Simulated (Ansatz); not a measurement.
Calculated with Ansatz (gas phase, PBE0-D4/def2-TZVP geometries, no zero-point term in ΔE). CCSD(T)/CBS is the MP2 limit (def2-TZVPP, def2-QZVPP) plus CCSD(T) − MP2 in def2-TZVPP, frozen cores. Double bonds are as drawn, so ΔE can hold a change between cis and trans. DFT in def2-TZVPP. B3LYP here is the variant with VWN-RPA as its local correlation; programs differ in this. HSE06 is defined as in plane-wave codes. For Ga outer-core shells are correlated without core-valence functions, which leaves a few kJ/mol of doubt a bond. Scalar relativity is left out up to krypton.

Consider the ligand exchange at the Al–C bond: `F/C=[C](\F)[AlH2]` + `[OH][GaH2]` → `[AlH2][O][GaH2]` + `F/C=C/F`.

```tsv
level	ΔE (kJ/mol)	difference from CCSD(T)/CBS
LDA (SPW92)	-118.0	12.0
PBE-D4	-115.5	14.5
BLYP-D4	-125.9	4.1
r2SCAN-D4	-126.8	3.2
B97M-V	-129.1	0.9
PBE0-D4	-123.2	6.8
r2SCANh-D4	-128.7	1.3
r2SCAN0-D4	-131.4	-1.4
HSE06-D4	-122.8	7.2
BHLYP-D4	-141.5	-11.5
CAM-B3LYP-D4	-137.3	-7.3
ωB97X-V	-130.1	-0.1
ωB97M-V	-129.6	0.4
B2PLYP	-135.3	-5.3
PBE	-116.1	13.9
revPBE	-115.4	14.6
BLYP	-127.5	2.5
r2SCAN	-126.9	3.1
PBE0	-123.6	6.4
B3LYP	-133.0	-3.0
r2SCANh	-128.9	1.1
r2SCAN0	-131.5	-1.5
HSE06	-123.1	6.9
CAM-B3LYP	-137.7	-7.7
RPA@PBE/def2-TZVPP	-130.2	-0.2
HF/def2-SVP	-161.7	-31.7
MP2/def2-SVP	-150.2	-20.2
CCSD/def2-SVP	-151.2	-21.2
CCSD(T)/def2-SVP	-148.2	-18.2
HF/def2-TZVPP	-150.0	-20.0
MP2/def2-TZVPP	-135.9	-5.9
SCS-MP2/def2-TZVPP	-139.1	-9.1
CCSD/def2-TZVPP	-137.7	-7.7
CCSD(T)/def2-TZVPP	-134.3	-4.3
HF/def2-QZVPP	-149.8	-19.8
MP2/def2-QZVPP	-133.4	-3.4
SCS-MP2/def2-QZVPP	-136.6	-6.6
HF/CBS(def2)	-149.8	-19.8
MP2/CBS(def2)	-131.7	-1.7
CCSD/CBS(def2)	-133.4	-3.4
CCSD(T)/CBS	-130.0	0
```

Question: What do rigid-rotor, harmonic-oscillator terms from PBE0-D4/def2-TZVP frequencies (298.15 K, 1 bar) make of the CCSD(T)/CBS value? (Estimate.)

Answer: The calculation gave: ΔZPE = +1.0 kJ/mol, ΔH = -128.5 kJ/mol, ΔS = 3 J/(mol·K), ΔG = -129.5 kJ/mol.

Largest T1 diagnostic among the species: 0.015.

From r2SCAN to r2SCAN0 (25 % exact exchange), in def2-TZVPP and without D4, ΔE moves by −4.7 kJ/mol. Leaving LDA and LC-ωPBE aside and taking each functional with its dispersion term where it has one, the values, not all of them listed here, spread over 28.5 kJ/mol, from BHLYP-D4 to revPBE-D4.
